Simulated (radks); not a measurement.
The numbers below are computed, except where a source is named.
Species: the scandium ion Sc3+. Configuration: [Ar].

Level of theory: scalar-relativistic Kohn-Sham, PBE, spin-unpolarised, spherical densities, point nucleus (a radial shooting solver on a logarithmic mesh with Libxc functionals).

Energy parts (eV):
part                      energy
total                 -20746.499
kinetic                20906.022
electron-nucleus      -48704.484
Hartree                 8087.948
exchange-correlation   -1035.986

Orbitals (lengths in bohr, moments of r in powers of bohr):
\begin{tabular}{lrrrrr}
orbital & occ. & eigenvalue (eV) & <r> & <r^2> & <1/r> \\ \hline
1s & 2 & -4429.826 & 0.07305 & 0.007177 & 20.77 \\
2s & 2 & -507.5325 & 0.3435 & 0.1396 & 4.296 \\
2p & 6 & -421.4079 & 0.3077 & 0.1169 & 4.199 \\
3s & 2 & -86.4300 & 1.056 & 1.280 & 1.327 \\
3p & 6 & -64.6025 & 1.129 & 1.490 & 1.208 \\
3d & 0 & -32.3011 & 1.360 & 2.274 & 0.9360 \\
4s & 0 & -24.9238 & 2.719 & 8.306 & 0.4923 \\
\end{tabular}

The highest occupied level is 3p at -64.602 eV. For comparison, the ionisation energy in NIST's Atomic Spectra Database is 73.489 eV (measured). In exact Kohn-Sham theory the highest level is minus the ionisation energy, but local and semilocal functionals leave it too shallow, through self-interaction and a potential that decays too fast; potentials with the right tail come closer. The density falls to 0.001 e/bohr^3 at r = 2.73 bohr.
